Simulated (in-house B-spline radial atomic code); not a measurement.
# The platinum ion Pt²⁺: [Xe] 4f14 5d8 (with a hole in an inner shell)

Level of theory: Dirac-Kohn-Sham PBE0, spherical fractional occupations, Fermi nucleus of rms radius 5.427 fm; calculated with an all-electron radial atomic-structure program (B-spline basis).

Effective charges: Z_r = [3n² - l(l+1)]/(2<r>) from the radius, Z_e = n√(-2ε) from the energy, and Slater's rules. Values are occupation-weighted means over j. An effective charge above Z reflects the relativistic contraction of the inner shells.

```csv
shell,electrons,ε (eV),<r> (bohr),Z_r,Z_e,Slater
1s,2,-78453,0.01715,87.45,75.94,77.70
2s,2,-13828,0.07169,83.69,63.76,73.85
2p,6,-12097,0.0647,77.28,59.64,73.85
3s,2,-3281.1,0.1865,72.39,46.59,66.75
3p,6,-2767,0.1871,66.82,42.78,66.75
3d,10,-2158.5,0.1705,61.60,37.79,56.85
4s,2,-730.9,0.415,57.83,29.32,50.25
4p,6,-559.57,0.4403,52.24,25.65,50.25
4d,10,-337.61,0.4682,44.85,19.93,38.85
5s,2,-127.6,0.9562,39.22,15.31,20.35
4f,14,-96.693,0.5155,34.92,10.66,27.45
5p,6,-81.594,1.099,33.21,12.24,20.35
5d,8,-26.97,1.555,22.18,7.04,7.55
```

The least bound orbital is 5d5/2 at -26.37 eV, and it is also the most diffuse (<r> = 1.577 bohr).

Spin-orbit splittings of the orbital energies (j = l + 1/2 above j = l - 1/2 when positive): 2p 1730 eV, 3p 381.6 eV, 3d 82.05 eV, 4p 91.16 eV, 4d 17.02 eV, 4f 3.503 eV, 5p 15.19 eV, 5d 1.51 eV.

For the 1s electron the small component carries 8.75 % of the norm, the zero-frequency Breit interaction raises the level by 290.2 eV, self-energy by 184.8 eV, and vacuum polarisation lowers it by 37.11 eV.

Caution: exact exchange at fractional occupations of open shells leaves self-interaction of up to several eV.
